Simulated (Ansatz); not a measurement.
One change: `O=C[SiH]([SiH3])[SiH3]` becomes `O=C[SiH](F)[SiH3]`.

Ansatz, PBE0-D4/def2-TZVP geometries, multiplicity 1. Each molecule was computed in one conformer, which needn't be the lowest.

```csv
property,`O=C[SiH]([SiH3])[SiH3]`
size of the dipole moment (PBE/def2-TZVPP) / D,1.84
LUMO energy (PBE0/def2-TZVPP) / eV,-1.76
size of the dipole moment (ωB97M-V/def2-TZVPP) / D,2.06
HOMO energy (PBE0/def2-TZVPP) / eV,-7.06
size of the dipole moment (B3LYP/def2-TZVPP) / D,2.06
LUMO energy (PBE/def2-TZVPP) / eV,-2.85
```

Give the same properties after the change, and the shifts. (Estimate.)

Computed: 
| property | `O=C[SiH](F)[SiH3]` | shift |
| --- | --- | --- |
| size of the dipole moment (PBE/def2-TZVPP) / D | 0.96 | -0.88 |
| LUMO energy (PBE0/def2-TZVPP) / eV | -1.94 | -0.18 |
| size of the dipole moment (ωB97M-V/def2-TZVPP) / D | 1.12 | -0.94 |
| HOMO energy (PBE0/def2-TZVPP) / eV | -7.25 | -0.19 |
| size of the dipole moment (B3LYP/def2-TZVPP) / D | 1.09 | -0.97 |
| LUMO energy (PBE/def2-TZVPP) / eV | -3.05 | -0.20 |

Dipoles are sizes alone; their direction can turn.

B3LYP here is the variant with VWN-RPA as its local correlation; programs differ in this.
